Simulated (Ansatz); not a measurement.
Compare A (`NC1(F)O[SiH2]O1`) with its isomer B (`O[Si@@H]1N[C@H](F)O1`).

Computed with Ansatz on PBE0-D4/def2-TZVP structures; ΔE is electronic, products minus reactants. CBS: MP2 limit from def2 TZ/QZ plus the TZ coupled-cluster correction, frozen cores. DFT in def2-TZVPP. B3LYP here is the variant with VWN-RPA as its local correlation; programs differ in this. One conformer a species, not always the lowest.

A:

Z-matrix (Å, degrees):
```
C
F 1 1.352
O 1 1.403 2 110.9
O 1 1.436 2 107.4 3 109.2
N 1 1.397 2 107.8 3 -123.8
Si 1 2.164 2 118.5 3 55.6
H 5 1.011 1 111.1 2 -53.5
H 5 1.009 1 111.6 2 -177.5
H 6 1.478 1 123.6 2 -3.5
H 6 1.480 1 125.4 2 178.4
```

B:

```xyz
10

O    -1.4217    1.1483    1.3493
Si   -0.8937    0.4772   -0.0286
N    -0.0272   -0.9986    0.0125
C     1.0950   -0.3331   -0.5630
F     2.2047   -0.3769    0.2402
O     0.5955    0.9779   -0.6166
H    -0.8197    1.1533    2.0974
H    -2.0214    0.6343   -0.9593
H    -0.1323   -1.9952    0.0141
H     1.4208   -0.6870   -1.5460
```

(1) Which isomer does CCSD(T)/CBS put lower? Give the gap. (An estimate is asked.)

(2) Give E(B) − E(A) in kJ/mol with B3LYP-D4, B2PLYP, CCSD/def2-TZVPP, CCSD(T)/def2-TZVPP, HF/def2-TZVPP, MP2/def2-TZVPP, PBE-D4. (Estimate.)

Largest T1 diagnostic: 0.012.

Answers

(1) The calculation gave: B, by 119.5 kJ/mol.

(2) Computed: B3LYP-D4 -116.4, B2PLYP -118.3, CCSD/def2-TZVPP -115.8, CCSD(T)/def2-TZVPP -114.6, HF/def2-TZVPP -111.2, MP2/def2-TZVPP -121.3, PBE-D4 -111.3. None reverses the order clearly.

In def2-TZVPP, CCSD(T) changes the Hartree–Fock value by −3.4 kJ/mol (the triples alone add +1.2 kJ/mol) and MP2 by −10.1 kJ/mol.
